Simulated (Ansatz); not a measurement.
Calculated with Ansatz (gas phase, PBE0-D4/def2-TZVP geometries, no zero-point term in ΔE). CCSD(T)/CBS adds triple-zeta CCSD(T) − MP2 to the extrapolated MP2 energy (def2 sets, frozen cores). This one scheme is used for every species. Functionals use def2-TZVPP. B3LYP here is the variant with VWN-RPA as its local correlation; programs differ in this. HSE06 is defined as in plane-wave codes. Each species was taken in one conformer, which may not be the lowest.

Consider the substitution at a C–S bond: `BSCN` + H–F → `NCF` + `BS`.

CCSD(T)/CBS gives +4.5 kJ/mol.

Another level gave -20.7 kJ/mol. Which?
A. RPA@PBE/def2-TZVPP
B. revPBE/def2-TZVPP
C. HSE06-D4/def2-TZVPP
D. B3LYP/def2-TZVPP

D. B3LYP -20.7, HSE06-D4 -3.7, revPBE -14.1, RPA@PBE/def2-TZVPP -7.8 kJ/mol.

What do rigid-rotor, harmonic-oscillator terms from PBE0-D4/def2-TZVP frequencies (298.15 K, 1 bar) make of the CCSD(T)/CBS value? (An estimate is asked.)

The calculation gave: ΔZPE = +2.6 kJ/mol, ΔH = +3.7 kJ/mol, ΔS = 15 J/(mol·K), ΔG = -0.9 kJ/mol.

Largest T1 diagnostic among the species: 0.015.

The D4 term adds +10.2 kJ/mol with B3LYP and +5.5 kJ/mol with PBE0; it sums over pairs of atoms, weighted by their polarisabilities, and B3LYP, whose exchange is more repulsive, gets the larger term. From BLYP to BHLYP (50 % exact exchange), in def2-TZVPP and without D4, ΔE moves by +3.4 kJ/mol. Leaving LDA and LC-ωPBE aside and taking each functional with its dispersion term where it has one, the values, not all of them listed here, spread over 17.4 kJ/mol, from CAM-B3LYP-D4 to revPBE-D4. LDA lies +4.2 kJ/mol from PBE without D4.
